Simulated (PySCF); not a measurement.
Species: C2H8BNO2.
Numbering: `[CH3:1][N:2]([CH3:3])[B:4]([OH:5])[OH:6]` (hydrogens: H7, H8, H9 on C1; H10, H11, H12 on C3; H13 on O5; H14 on O6)

Computed by this run: PySCF, PBE0-D3(BJ)/def2-SVP geometry optimisation, gas phase; density fitting, grid level 1; the optimiser is geomeTRIC in internal coordinates, started from a GFN2-xTB structure with every atom displaced at random (about 0.01 Å).

Step 0: E = -8452.7876 eV
```
atom  x, y, z in Å  |  force x, y, z in eV/Å
C1     -0.7493    1.3976   -0.0596    0.003   0.717  -0.027
N2     -0.2836    0.0634    0.0135    0.677  -0.719  -0.011
C3     -1.3392   -0.9182    0.1883    1.771   0.297   1.054
B4      1.1167   -0.2605   -0.0769   -2.180  -0.323   0.153
O5      1.9950    0.7464   -0.2544   -0.975   1.255  -0.006
O6      1.4410   -1.5840    0.0114   -0.470  -0.262   0.086
H7     -1.2979    1.6880    0.8523   -0.043   0.112   0.190
H8      0.0872    2.1016   -0.1997   -0.129  -0.101   0.033
H9     -1.4568    1.5389   -0.8914   -0.125   0.071  -0.241
H10    -0.8693   -1.9038    0.2575   -0.154  -0.212  -0.060
H11    -1.8798   -0.7274    1.1321   -0.190  -0.033  -0.024
H12    -2.0199   -0.8847   -0.6322   -0.985  -0.061  -0.978
H13     2.8819    0.4820   -0.3033    1.905  -0.462  -0.119
H14     2.3669   -1.7545   -0.0453    0.895  -0.280  -0.051
```

Problem. Estimate the geometry and energy of step 1. (The exact step hangs on the optimiser's Hessian estimate; all steps are aligned on step 0, rigid shifts and turns removed.)

Solution. E = -8452.9120 eV, largest force 0.519 eV/Å
```
atom  x, y, z in Å  |  force x, y, z in eV/Å
C1     -0.7596    1.4255   -0.0566   -0.002  -0.064   0.005
N2     -0.2898    0.0678    0.0218    0.041   0.065   0.005
C3     -1.3116   -0.9223    0.1996   -0.345  -0.019  -0.306
B4      1.0791   -0.2700   -0.0726    0.437   0.239  -0.059
O5      1.9977    0.7563   -0.2601    0.191  -0.321   0.026
O6      1.4468   -1.5962    0.0251    0.075  -0.032  -0.010
H7     -1.2941    1.7256    0.8649    0.010  -0.009   0.018
H8      0.0852    2.1080   -0.2023    0.027   0.024  -0.003
H9     -1.4673    1.5644   -0.8960    0.008  -0.016  -0.022
H10    -0.8701   -1.9241    0.2502    0.031  -0.022   0.016
H11    -1.8946   -0.7501    1.1241    0.011   0.001   0.028
H12    -2.0420   -0.9101   -0.6475    0.212  -0.016   0.260
H13     2.9218    0.4741   -0.3188   -0.510   0.088   0.040
H14     2.3916   -1.7640   -0.0396   -0.185   0.082   0.003
```

The energy changes by -0.1245 eV. The first-order estimate −F·Δx gives -0.3322 eV and the mean of the old and new forces, exact on a quadratic surface, -0.1305 eV. The step makes an angle of 47° with the force vector and moves no atom by more than 0.043 Å.

The cost below is that of the whole optimisation. On an Arm Neoverse V1 with one thread (shared host), this took 34 s and 0.49 GiB of memory at its peak.
